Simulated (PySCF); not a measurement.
# State search for SbH⁺

Unrestricted PBE0; Sb def2-TZVPPD with ECP28, H def2-TZVPPD; scalar-relativistic core potentials (PySCF 2.14). Outer shells of the fragments: Sb+ 4d10 5s2 5p2; H 1s1.

Followed along the bond (rough minima from three points):

```tsv
2Ms+1	unpaired	⟨S²⟩ at the start	R at minimum (Å)	Te (eV)
2	π ↑	0.75	1.71	0.00
4	σ ↑, π ↑↑	3.75	none in the scan	≤ 1.84
```

Solutions found at the starting distance of 1.785 Å, counted from the lowest of them; the search is not exhaustive and high or unbound solutions are not listed, so other states can lie among these:

```
2Ms+1   unpaired   term  E (eV)  ⟨S²⟩  ⟨Lz²⟩  μ (D)
    2        π ↑     ²Π    0.00  0.75   1.00   0.34
    4  σ ↑, π ↑↑    ⁴Σ⁻    1.82  3.75   0.00   1.22
    2  σ ↓, π ↑↑  mixed    2.31  1.77   0.00   1.36
    2  σ ↑, π ↑↓  mixed    2.43  1.77   2.02   1.30
    2        σ ↑  mixed    3.45  0.76   2.01   1.29
    4  σ ↑↑, π ↑     ⁴Π    5.76  3.75   1.00   0.71
    2        π ↑     ²Π    8.08  0.80   1.01   1.91
```

A term symbol is given only where ⟨S²⟩ and ⟨Lz²⟩ are close to those of a pure state; real π, δ and φ orbitals otherwise mix terms. A positive dipole points towards H; it is taken about the centre of mass and depends on that origin.

Spin–orbit coupling is left out. Counting both spins, an empty level lies below a filled one in some of these solutions, because spin and occupation are held.
